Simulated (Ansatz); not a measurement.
Geometry optimisation, RKS BHLYP-D4/6-31G (Ansatz).

input.yaml

```yaml
crystal:
  periodic: [false, false, false]
  atoms:
    - { symbol: Si, position_ang: [-0.98986, 1.25993, 0.50859] }
    - { symbol: C, position_ang: [0.49323, 0.57454, -0.16215] }
    - { symbol: S, position_ang: [1.29397, -0.79928, 0.60394] }
    - { symbol: S, position_ang: [0.36418, -2.47288, -0.21011] }
    - { symbol: H, position_ang: [-1.67219, 2.38069, -0.11929] }
    - { symbol: H, position_ang: [-1.64009, 0.74403, 1.70116] }
    - { symbol: H, position_ang: [0.99528, 0.94282, -1.04502] }
    - { symbol: H, position_ang: [1.15549, -2.62986, -1.27713] }
basis:
  gaussian: { orbitals: "6-31G" }
hamiltonian:
  xc: { name: BHLYP }
  dispersion: d4
relax:
  f_tol: 0.015
  max_steps: 40
output:
  orbitals: {}
```

Command:

```bash
$ ansatz run input.yaml --threads 1 --pin off --max-ram 2048MiB --backend cpu --events-out ev --progress --plain --runs-dir out
```

Question: Where does it end, and by what steps?

Answer: The forces met the threshold. Limits of this set-up: no polarisation functions. After 11 steps the energy has fallen by 0.340 eV; H8 moved furthest, 0.27 Å.

```csv
step,energy less start (eV),largest force component (eV/Å),accepted
0,0.0000,2.165,yes
1,-0.2784,0.616,yes
2,-0.2996,0.785,yes
3,-0.3326,0.130,yes
4,-0.3351,0.056,yes
5,-0.3372,0.045,yes
6,-0.3380,0.057,yes
7,-0.3387,0.050,yes
8,-0.3394,0.036,yes
9,-0.3395,0.024,yes
10,-0.3396,0.020,yes
11,-0.3397,0.011,yes
```

```xyz
8
Properties=species:S:1:pos:R:3
Si -1.011 1.342 0.525
C 0.360 0.538 -0.146
S 1.183 -0.812 0.714
S 0.454 -2.664 -0.362
H -1.594 2.539 -0.123
H -1.601 0.919 1.811
H 0.796 0.837 -1.083
H 1.414 -2.699 -1.335
```

Run time: 37 s on 1 thread of Arm Neoverse V1, with other jobs on the host, peak memory 0.13 GiB.
